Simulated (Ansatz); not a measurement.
Ansatz (a quantum-chemistry and plane-wave program) input (HF/STO-3G):

Ansatz 0.2 input:
```yaml
crystal:
  periodic: [false, false, false]
  atoms:
    - {symbol: C, position_ang: [2.22242800, -0.11295600, 0.59835000]}
    - {symbol: Si, position_ang: [0.72902100, 0.73914200, -0.24555300]}
    - {symbol: B, position_ang: [-1.10996500, -0.19951400, -0.15315800]}
    - {symbol: O, position_ang: [-2.16051400, 0.30209400, -0.69113400]}
    - {symbol: O, position_ang: [-1.02772000, -1.43846500, 0.57184800]}
    - {symbol: H, position_ang: [2.37830400, -1.10543900, 0.16749000]}
    - {symbol: H, position_ang: [3.15215900, 0.45503500, 0.49845100]}
    - {symbol: H, position_ang: [2.01891600, -0.25412100, 1.66306400]}
    - {symbol: H, position_ang: [1.18647500, 0.99073000, -1.65726300]}
    - {symbol: H, position_ang: [0.70703300, 2.12643200, 0.33790900]}
    - {symbol: H, position_ang: [-1.92805600, -1.79434600, 0.55807300]}
basis:
  gaussian:
    orbitals: STO-3G
hamiltonian:
  xc: {name: HF}
total_charge: -1
relax: {f_tol: 0.003, max_steps: 120}
```

Output:

```
Functional definition: HF
integrals: 0.00 GiB planned
502 factors; integrals over basis functions are off by at most 1.9e-5 eV
mean field: 0.07 GiB planned
mean field evaluation 1: about -13560.3488 eV, gradient 3.4e1 eV
mean field evaluation 2: about -13560.4650 eV, gradient 3.4e1 eV
mean field evaluation 4: about -13565.0197 eV, gradient 3.1e0 eV
mean field evaluation 8: about -13565.0847 eV, gradient 1.8e-2 eV
mean field -13565.08080460 eV, -498.5075248269 hartree, gradient 8.0e-6 eV, S^2 0.000000; 0 other end points of the search recorded, 0 dependent functions left out
the calculation of the forces begins
reference -13565.08080460 eV, -498.5075248269 hartree; 24, 24 occupied and 11, 11 virtual orbitals, 502 factors
relax step   1: F+E_penalty+E_count = -13565.08080460 eV  Δ(F+E_penalty+E_count) = +0.000e0 eV  max|allowed force component| = 2.694e0 eV/Å  Δτ_max = 0.0000 Å  (30 SCF iters, accepted)
these checks for a lower state are left out or cut short: starts, cluster_reference, orbital_swaps, neighbouring_geometries, increment
integrals: 0.00 GiB planned
502 factors; integrals over basis functions are off by at most 1.8e-5 eV
mean field: 0.07 GiB planned
mean field evaluation 16: about -13565.1980 eV, gradient 7.5e-2 eV
mean field -13565.32892432 eV, -498.5166430586 hartree, gradient 1.0e-5 eV, S^2 0.000000; 0 other end points of the search recorded, 0 dependent functions left out
the calculation of the forces begins
reference -13565.32892432 eV, -498.5166430586 hartree; 24, 24 occupied and 11, 11 virtual orbitals, 502 factors
relax step   2: F+E_penalty+E_count = -13565.32892432 eV  Δ(F+E_penalty+E_count) = -2.481e-1 eV  max|allowed force component| = 8.353e-1 eV/Å  Δτ_max = 0.1271 Å  (36 SCF iters, accepted)
these checks for a lower state are left out or cut short: starts, cluster_reference, orbital_swaps, neighbouring_geometries, increment
integrals: 0.00 GiB planned
502 factors; integrals over basis functions are off by at most 1.8e-5 eV
mean field: 0.07 GiB planned
mean field -13565.35853123 eV, -498.5177310926 hartree, gradient 2.7e-5 eV, S^2 0.000000; 0 other end points of the search recorded, 0 dependent functions left out
the calculation of the forces begins
reference -13565.35853123 eV, -498.5177310926 hartree; 24, 24 occupied and 11, 11 virtual orbitals, 502 factors
relax step   3: F+E_penalty+E_count = -13565.35853123 eV  Δ(F+E_penalty+E_count) = -2.961e-2 eV  max|allowed force component| = 1.706e-1 eV/Å  Δτ_max = 0.0454 Å  (27 SCF iters, accepted)
these checks for a lower state are left out or cut short: starts, cluster_reference, orbital_swaps, neighbouring_geometries, increment
integrals: 0.00 GiB planned
502 factors; integrals over basis functions are off by at most 1.8e-5 eV
mean field: 0.07 GiB planned
mean field evaluation 32: about -13565.2300 eV, gradient 4.0e-1 eV
mean field -13565.36052090 eV, -498.5178042114 hartree, gradient 1.0e-5 eV, S^2 0.000000; 0 other end points of the search recorded, 0 dependent functions left out
the calculation of the forces begins
reference -13565.36052090 eV, -498.5178042114 hartree; 24, 24 occupied and 11, 11 virtual orbitals, 502 factors
relax step   4: F+E_penalty+E_count = -13565.36052090 eV  Δ(F+E_penalty+E_count) = -1.990e-3 eV  max|allowed force component| = 7.027e-2 eV/Å  Δτ_max = 0.0093 Å  (29 SCF iters, accepted)
these checks for a lower state are left out or cut short: starts, cluster_reference, orbital_swaps, neighbouring_geometries, increment
integrals: 0.00 GiB planned
502 factors; integrals over basis functions are off by at most 1.8e-5 eV
mean field: 0.07 GiB planned
mean field -13565.36075577 eV, -498.5178128429 hartree, gradient 1.0e-5 eV, S^2 0.000000; 0 other end points of the search recorded, 0 dependent functions left out
the calculation of the forces begins
reference -13565.36075577 eV, -498.5178128429 hartree; 24, 24 occupied and 11, 11 virtual orbitals, 502 factors
relax step   5: F+E_penalty+E_count = -13565.36075577 eV  Δ(F+E_penalty+E_count) = -2.349e-4 eV  max|allowed force component| = 1.650e-2 eV/Å  Δτ_max = 0.0075 Å  (29 SCF iters, accepted)
these checks for a lower state are left out or cut short: starts, cluster_reference, orbital_swaps, neighbouring_geometries, increment
integrals: 0.00 GiB planned
502 factors; integrals over basis functions are off by at most 1.8e-5 eV
mean field: 0.07 GiB planned
mean field -13565.36079430 eV, -498.5178142587 hartree, gradient 1.0e-5 eV, S^2 0.000000; 0 other end points of the search recorded, 0 dependent functions left out
the calculation of the forces begins
reference -13565.36079430 eV, -498.5178142587 hartree; 24, 24 occupied and 11, 11 virtual orbitals, 502 factors
relax step   6: F+E_penalty+E_count = -13565.36079430 eV  Δ(F+E_penalty+E_count) = -3.853e-5 eV  max|allowed force component| = 5.433e-3 eV/Å  Δτ_max = 0.0049 Å  (29 SCF iters, accepted)
these checks for a lower state are left out or cut short: starts, cluster_reference, orbital_swaps, neighbouring_geometries, increment
integrals: 0.00 GiB planned
502 factors; integrals over basis functions are off by at most 1.8e-5 eV
mean field: 0.07 GiB planned
mean field -13565.36080090 eV, -498.5178145014 hartree, gradient 1.0e-5 eV, S^2 0.000000; 0 other end points of the search recorded, 0 dependent functions left out
the calculation of the forces begins
reference -13565.36080090 eV, -498.5178145014 hartree; 24, 24 occupied and 11, 11 virtual orbitals, 502 factors
relax step   7: F+E_penalty+E_count = -13565.36080090 eV  Δ(F+E_penalty+E_count) = -6.603e-6 eV  max|allowed force component| = 1.611e-3 eV/Å  Δτ_max = 0.0020 Å  (30 SCF iters, accepted)
integrals: 0.00 GiB planned
502 factors; integrals over basis functions are off by at most 1.8e-5 eV
mean field: 0.07 GiB planned
mean field evaluation 64: about -13565.2307 eV, gradient 2.3e-1 eV
mean field -13565.36080090 eV, -498.5178145014 hartree, gradient 1.0e-5 eV, S^2 0.000000; 1 other end points of the search recorded, 0 dependent functions left out
the calculation of the forces begins
reference -13565.36080090 eV, -498.5178145014 hartree; 24, 24 occupied and 11, 11 virtual orbitals, 502 factors
Total energy: -13565.36080090 eV, -498.5178145014 hartree
Atom 0 at     2.158336    -0.112499     0.582689 Å, force     0.000406    -0.000863     0.000589 eV/Å
Atom 1 at     0.709696     0.756610    -0.260140 Å, force    -0.001004     0.000432    -0.000487 eV/Å
Atom 2 at    -1.113603    -0.156607    -0.178456 Å, force     0.001611    -0.000844     0.000867 eV/Å
Atom 3 at    -2.168322     0.264437    -0.671574 Å, force    -0.001286    -0.000944     0.000228 eV/Å
Atom 4 at    -0.952985    -1.393294     0.564094 Å, force    -0.001277     0.001373    -0.001088 eV/Å
Atom 5 at     2.331231    -1.096362     0.163206 Å, force     0.000203    -0.000268     0.000006 eV/Å
Atom 6 at     3.089551     0.437378     0.493457 Å, force     0.000073     0.000439    -0.000232 eV/Å
Atom 7 at     1.976085    -0.255090     1.641129 Å, force     0.000135    -0.000107     0.000289 eV/Å
Atom 8 at     1.223393     0.996373    -1.579555 Å, force     0.000189    -0.000198    -0.000213 eV/Å
Atom 9 at     0.769011     2.072714     0.311331 Å, force     0.000060     0.000108     0.000324 eV/Å
Atom 10 at    -1.854313    -1.805068     0.581896 Å, force     0.000889     0.000871    -0.000282 eV/Å
Dipole moment:     0.641115    -0.099175     0.210513 e Å
```

The dipole moment of an ion depends on the origin.

The geometry given is a B3LYP-D3(BJ)/def2-TZVP minimum.
